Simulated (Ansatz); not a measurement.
The lowest singlet and triplet of BH (SMILES [BH]); geometries from B3LYP-D3(BJ)/def2-TZVP, each state relaxed from the structure named, with no frequency check.
Singlet (charge 0, multiplicity 1):
```xyz
2

B      0.00000     0.00000    -0.20551
H      0.00000     0.00000     1.02757
```

A positive gap puts the triplet lower; no zero-point energy. R- takes a restricted singlet. The triplet is unrestricted in single-reference levels.

Frozen-core correlation.

The values were computed with Ansatz (an electronic-structure program) with Gaussian orbitals. Each number belongs to the level named beside it.

Task: One of these levels gives -1.126 eV for the gap E(singlet) − E(triplet), vertical, at the singlet's geometry. Which one is it?
A) R-BHLYP/def2-TZVPP
B) R-wB97M-V/def2-TZVPP
C) R-MP2/cc-pVDZ

Result: A, R-BHLYP/def2-TZVPP. The others give -1.363 (R-wB97M-V/def2-TZVPP), -0.937 (R-MP2/cc-pVDZ)

Doubts at one or more of the structures used: a restricted determinant that unrestricted orbitals would lower (R-BHLYP/def2-TZVPP, R-MP2/cc-pVDZ).
